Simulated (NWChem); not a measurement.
Molecule: CH6ClNSi; SMILES N[Si@H](Cl)C

```xyz
10

C     -1.3687    -1.4183     0.2397
Si     0.0524    -0.3758    -0.3916
N      1.5505    -1.0656     0.1064
Cl    -0.2685     1.5923     0.3060
H     -1.3062    -2.4322    -0.1713
H     -1.3517    -1.4908     1.3333
H     -2.3315    -0.9842    -0.0489
H      0.0998    -0.2522    -1.8661
H      2.4140    -0.7053    -0.2843
H      1.6835    -1.3243     1.0780
```
Atoms are numbered in this order, from 1.

All runs: NWChem. The geometry was optimised at B3LYP/6-31G* (spherical d). GIAO values for the isolated, static molecule; σ is the absolute isotropic shielding, δ = σ(reference) − σ with the isolated reference molecule computed at the same levels (13C: tetramethylsilane, 1H: tetramethylsilane, 15N: ammonia).

For level KT2/pcSseg-1:

```
Item         Value
-----------  -----
δ N3 (ppm)    42.1
σ Cl4 (ppm)  840.8
δ H8 (ppm)    5.41
```

Question: Estimate the same quantities for level BHandHLYP/pcSseg-1.

Answer: 
| Quantity | Result |
|---|---|
| δ N3 (ppm) | 35.0 |
| σ Cl4 (ppm) | 886.3 |
| δ H8 (ppm) | 4.94 |
